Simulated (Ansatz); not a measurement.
Born–Oppenheimer molecular dynamics of C2H5ClSSn (10 atoms, charge 0, multiplicity 1). It starts at the highest image of a converged band. Of that band: Neighbouring images differ by up to 1.4 eV, so the band resolves the path poorly. A vibrational analysis at the climbing image gives one clearly imaginary mode, 772i cm⁻¹: a first-order saddle point.

These are results of RKS PBE-D4/def2-SVP in Ansatz 0.2.0, not measurements.

```yaml
ensemble: NVE (velocity Verlet)
time_step: 0.5 fs
steps_asked: 200
starting_velocities_drawn_for: 300 K
seed: 9914
```

First frame:

```xyz
10
Properties=species:S:1:pos:R:3
C 1.034 -0.508 -1.723
C -0.089 -0.611 -0.978
Cl -0.625 -2.190 -0.415
S -1.114 0.759 -0.548
Sn -0.302 0.982 2.083
H 1.364 0.478 -2.080
H 1.619 -1.400 -1.991
H -0.150 -0.722 2.405
H -1.828 1.490 2.766
H 0.175 1.670 0.485
```

Task: How far do the bonds stretch over the last three quarters of this one trajectory? (Pairs bonded in most of those frames.)

Result: 
| bond | mean (Å) | spread (Å) | shortest | longest |
| --- | --- | --- | --- | --- |
| C1–C2 | 1.345 | 0.005 | 1.33 | 1.35 |
| C1–H6 | 1.100 | 0.012 | 1.08 | 1.12 |
| C1–H7 | 1.100 | 0.009 | 1.08 | 1.12 |
| C2–Cl3 | 1.740 | 0.022 | 1.71 | 1.78 |
| C2–S4 | 1.802 | 0.050 | 1.72 | 1.87 |
| S4–Sn5 | 2.864 | 0.171 | 2.67 | 3.19 |
| S4–H10 | 1.398 | 0.066 | 1.28 | 1.50 |
| Sn5–H8 | 1.826 | 0.056 | 1.74 | 1.91 |
| Sn5–H9 | 1.817 | 0.013 | 1.80 | 1.84 |

Mean temperature of the second half: 575 K. The conserved energy stayed within 0.1 meV per atom of its start (net change -0.047 meV per atom), so the integration is sound. The system heated up, since it started high on the potential surface and ran downhill. A run of 0.1 ps of so small a system gives no equilibrium averages. The orbitals stay closed-shell, which can raise the energy where a bond breaks towards radicals; this wasn't checked here.

The run took 5.2 min on 2 threads of Intel(R) Xeon(R) Platinum 8488C (Sapphire Rapids), on a shared host, peak memory 0.18 GiB.
